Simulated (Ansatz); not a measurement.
`[O]=[W]([OH])([F])=[S]` + HCl → `[O]=[W]([OH])(=[S])[Cl]` + H–F at 400 K and 1 bar (ligand exchange at a W–F bond).

Computed with Ansatz on PBE0-D4/def2-TZVP structures; ΔE is electronic, products minus reactants. CBS: MP2 limit from def2 TZ/QZ plus the TZ coupled-cluster correction, frozen cores. This one scheme is used for every species. def2 core potentials past Kr. For W outer-core shells are correlated without core-valence functions, which leaves a few kJ/mol of doubt a bond. Each species was taken in one conformer, which may not be the lowest.

```json
{"species": "`[O]=[W]([OH])([F])=[S]`", "CCSD(T)/CBS energy (Eh)": "-715.66256", "H − E (kJ/mol)": "83.5", "S (J/(mol·K))": "374.4"}
{"species": "HCl", "CCSD(T)/CBS energy (Eh)": "-460.38127", "H − E (kJ/mol)": "29.6", "S (J/(mol·K))": "195.4"}
{"species": "`[O]=[W]([OH])(=[S])[Cl]`", "CCSD(T)/CBS energy (Eh)": "-1075.65295", "H − E (kJ/mol)": "82.3", "S (J/(mol·K))": "386.9"}
{"species": "H–F", "CCSD(T)/CBS energy (Eh)": "-100.39570", "H − E (kJ/mol)": "36.5", "S (J/(mol·K))": "182.2"}
```

H − E and S are ideal-gas, rigid-rotor, harmonic terms from PBE0-D4/def2-TZVP, for one conformer and one mirror image of each species. 1 Eh = 2625.50 kJ/mol, R = 8.31446 J/(mol·K).

Q: By hand: ΔE, ΔH, ΔS and ΔG.

A: ΔE = (-1075.65295) + (-100.39570) − (-715.66256) − (-460.38127) = -0.00482 Eh = -12.7 kJ/mol. Δ(H − E) = 82.3 + 36.5 − 83.5 − 29.6 = 5.7, so ΔH = -7.0 kJ/mol. ΔS = 386.9 + 182.2 − 374.4 − 195.4 = -0.7 J/(mol·K). ΔG = -7.0 − 400 × (-0.7)/1000 = -6.7 kJ/mol.

Q: By hand: the equilibrium constant, and the temperature at which ΔG would vanish if ΔH and ΔS stayed fixed.

A: log₁₀ K = −ΔG/(RT ln 10) = 0.9. ΔG = 0 at ΔH/ΔS = 10000 K, far beyond where these terms or the molecules hold.

The number of gas molecules stays the same, so ΔS is small and ΔH decides. A doubt of 5 kJ/mol in ΔE shifts log₁₀ K by 0.7 here. Other conformers and mirror images would add mixing entropy, several J/(mol·K) or more a flexible species. These are equilibria of isolated gas molecules and say nothing of rates. Largest T1 diagnostic: 0.023 (customary marks: 0.02 for closed shells, 0.045 for open ones).
